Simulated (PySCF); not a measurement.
Molecule: SMILES ClC(Cl)C1=CCOC1, C$_{5}$H$_{6}$Cl$_{2}$O.

Bonds (- single, = double, # triple, : aromatic): Cl1-C2, C2-Cl3, C2-C4, C4=C5, C5-C6, C6-O7, O7-C8, C8-C4. C2 carries H9; C5 carries H10; C6 carries H11, H12; C8 carries H13, H14.

Frames of a GFN2-xTB Langevin trajectory at 600 K; GIAO PBE0/pcSseg-1 shieldings in PySCF 2.14.0 with density-fitted response routines, gas phase, non-relativistic; equivalent atoms averaged within each frame.

Chemical shifts δ = σref − σ; 35Cl (σref 949.78) against HCl; 13C (σref 186.93), 1H (σref 31.72) vs TMS; H2O for 17O (σref 336.08), all at this level. The references are static minima.

How do the shifts (ppm) fluctuate along the trajectory?

## Answers


| time (fs) | Cl1/Cl3 | C4 | C5 | C6 | C8 | C2 | O7 | H10 | H9 | H11/H12 |
| --- | --- | --- | --- | --- | --- | --- | --- | --- | --- | --- |
| 250 | 265 | 156.9 | 130.8 | 88.0 | 77.8 | 71.6 | 19.9 | 6.35 | 5.94 | 5.75 |
| 425 | 394 | 162.5 | 145.2 | 81.1 | 72.2 | 87.4 | 23.7 | 6.91 | 6.92 | 4.26 |
| 625 | 262 | 141.9 | 123.4 | 93.4 | 84.4 | 71.5 | 53.1 | 5.60 | 6.96 | 5.98 |
| 800 | 382 | 150.1 | 148.2 | 81.6 | 83.7 | 89.2 | 57.8 | 6.11 | 8.06 | 5.77 |
| 1000 | 370 | 137.5 | 148.6 | 82.4 | 79.7 | 75.7 | 17.1 | 7.48 | 6.68 | 5.21 |
| mean of frames | 335 | 149.8 | 139.2 | 85.3 | 79.6 | 79.1 | 34.3 | 6.49 | 6.91 | 5.39 |
| standard deviation | 65 | 10.3 | 11.5 | 5.3 | 5.0 | 8.6 | 19.5 | 0.73 | 0.76 | 0.69 |

5 frames give an uncertainty of the mean of about the standard deviation over 2.2 at best, since frames this close in time may not be independent; classical motion lacks zero-point vibration, and the reference would need the same averaging.
